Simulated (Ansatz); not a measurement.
System: HO3, net charge 0, doublet state. It need not be the lowest isomer of its formula. SMILES: [O]OO
Coordinates optimised at B3LYP-D3(BJ)/def2-TZVP (Ansatz, a first-principles code):
```
O
O 1 1.2313
O 1 1.5464 2 110.27
H 3 0.9726 1 98.37 2 -180.00
```
Charge 0, spin multiplicity 2.

Wanted: vertical electron affinity (to the singlet state of charge -1; a negative value means that the extra electron is unbound and the number depends on the basis; each state is the SCF solution reached for its spin; the UHF <S^2> is 1.14 for the doublet (pure: 0.75); for the singlet the Hartree-Fock reference is unstable and T1 is 0.025; for the doublet T1 is 0.058), in eV. Valence correlation only, unless marked. Open shells are spin-unrestricted. No spin-orbit coupling. Non-relativistic. Anions need diffuse functions: aug- sets have them; def2-D sets add few. CBS(X,Y): correlation extrapolated as X^-3; Hartree-Fock from the larger set. The bracket is a focal-point correction in the basis named.

RI-MP2/CBS(aug-cc-pVTZ,aug-cc-pVQZ)+[CCSD(T)-MP2]/aug-cc-pVTZ (Ansatz) gives 0.95 eV.

Problem. Another calculation gave 0.76 eV. Which level was it?
A. SVWN5/def2-TZVPD (Ansatz)
B. PBE/def2-TZVPD (Ansatz)
C. wB97X-V/def2-TZVPD (Ansatz)

Solution. C, wB97X-V/def2-TZVPD (Ansatz). The others give 0.87 (SVWN5), 0.61 (PBE) eV.
